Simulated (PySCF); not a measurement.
C₆H₁₀S.
Geometry (PBE0-D3(BJ)/def2-SVP, Å), atoms numbered from 1 in this order:
```
atom  x, y, z in Å
S1     2.2008    1.5491   -0.6595
C2     0.6167    0.9657    0.0001
C3    -0.2003    0.1398   -1.0272
C4    -1.4901   -0.1040   -0.2365
C5    -0.8684   -0.4987    1.1338
C6     0.6157   -0.3818    0.7682
C7     0.6635   -1.0731   -0.6117
H8     2.7534    1.8522    0.5348
H9     0.0890    1.8077    0.4773
H10   -0.2982    0.4627   -2.0732
H11   -2.0957   -0.9087   -0.6802
H12   -2.1209    0.7960   -0.1770
H13   -1.1366   -1.5185    1.4488
H14   -1.1551    0.1878    1.9453
H15    1.3555   -0.5901    1.5538
H16    0.2162   -2.0760   -0.7002
H17    1.6660   -1.0559   -1.0572
```

All values: CAM-B3LYP/def2-SVPD (PySCF, non-relativistic), on one gas-phase PBE0-D3(BJ)/def2-SVP geometry that isn't relaxed in the solvent. The solvent is an IEF-PCM continuum (van der Waals radii × 1.2), and excitations are vertical TDDFT with non-equilibrium linear response and a frozen core. Only the electrostatic response of the medium enters.

| run | E − E(gas) (kcal/mol) | HOMO (eV) | HOMO–LUMO gap (eV) | dipole (D) | lowest singlet (eV) | static polarisability (au) |
| --- | --- | --- | --- | --- | --- | --- |
| gas | 0.00 | -8.06 | 9.14 | 1.68 | 5.52 | 85.7 |
| P | -2.82 | -8.15 | 9.39 | 2.34 | 5.71 | 120.7 |
| Q | -2.39 | -8.13 | 9.36 | 2.23 | 5.68 | 114.4 |

Q: The runs were made in dichloromethane and dimethylsulfoxide. Which run belongs to which solvent?

A: P = dimethylsulfoxide, Q = dichloromethane. The dielectric constants are 8.93 (dichloromethane), 46.83 (dimethylsulfoxide), and the energy falls further as ε rises. The optical constants n² used for the excitations are 2.03, 2.19 in the same order. In this model the ground state sees the solvent through ε alone.

Q: How constant is the ratio of the lowering to (ε − 1)/(2ε + 1)?

A: 
```csv
solvent,(ε − 1)/(2ε + 1),E − E(gas) (kcal/mol),ratio (kcal/mol),polarisation term (kcal/mol)
dichloromethane,0.420,-2.39,-5.7,-2.78
dimethylsulfoxide,0.484,-2.82,-5.8,-3.37
```

The ratio changes by +2.4 % in size from dichloromethane to dimethylsulfoxide. The polarisation term is half the interaction of the solute with the induced surface charges.

Rough CPU time on one thread of a shared machine: about 70 s. This is the whole response run at CAM-B3LYP/def2-SVPD in dimethylsulfoxide, SCF included.
